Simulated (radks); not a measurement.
All-electron atom: the carbon ion C+ in [He] 2s2 5s1 (not the ground configuration). All-electron calculation, Dirac Kohn-Sham, PBEsol, spin-unpolarised, spherical densities, finite nucleus; Fermi nuclear charge, rms radius 2.4702 fm. Program: a radial shooting solver on a logarithmic mesh with Libxc functionals.

Radial electron density D(r) = 4 pi r^2 rho(r):

| r (bohr) | D(r) (e/bohr) |
|---|---|
| 0.01096 | 0.1727 |
| 0.01256 | 0.2223 |
| 0.01439 | 0.2853 |
| 0.01636 | 0.3599 |
| 0.01874 | 0.4590 |
| 0.02147 | 0.5829 |
| 0.02459 | 0.7367 |
| 0.02818 | 0.9261 |
| 0.03228 | 1.157 |
| 0.03699 | 1.435 |
| 0.04237 | 1.766 |
| 0.04855 | 2.152 |
| 0.05518 | 2.568 |
| 0.06321 | 3.062 |
| 0.07242 | 3.602 |
| 0.08297 | 4.170 |
| 0.09506 | 4.742 |
| 0.1089 | 5.284 |
| 0.1248 | 5.752 |
| 0.143 | 6.097 |
| 0.1638 | 6.270 |
| 0.1861 | 6.237 |
| 0.2133 | 5.970 |
| 0.2443 | 5.466 |
| 0.2799 | 4.759 |
| 0.3207 | 3.918 |
| 0.3674 | 3.044 |
| 0.421 | 2.245 |
| 0.4823 | 1.621 |
| 0.5525 | 1.234 |
| 0.628 | 1.097 |
| 0.7195 | 1.154 |
| 0.8243 | 1.332 |
| 0.9444 | 1.523 |
| 1.082 | 1.626 |
| 1.24 | 1.580 |
| 1.42 | 1.379 |
| 1.627 | 1.072 |
| 1.864 | 0.7376 |
| 2.119 | 0.4650 |
| 2.427 | 0.2566 |
| 2.781 | 0.1301 |
| 3.186 | 0.05980 |
| 3.65 | 0.02085 |
| 4.182 | 0.002882 |
| 4.791 | 0.006582 |
| 5.489 | 0.02861 |
| 6.289 | 0.04969 |
| 7.148 | 0.04621 |
| 8.189 | 0.01828 |
| 10.75 | 0.02247 |
| 12.31 | 0.08158 |
| 14.11 | 0.1212 |
| 16.16 | 0.1074 |
| 18.52 | 0.05222 |
| 21.22 | 0.01555 |
| 24.11 | 0.003249 |
| 27.63 | 0.0003773 |

D(r) has 4 maxima, at r = 0.170, 1.12, 6.65, 14.7 bohr, and minima at 0.643, 4.39 bohr, inside which lie 2.06, 4.04 electrons.
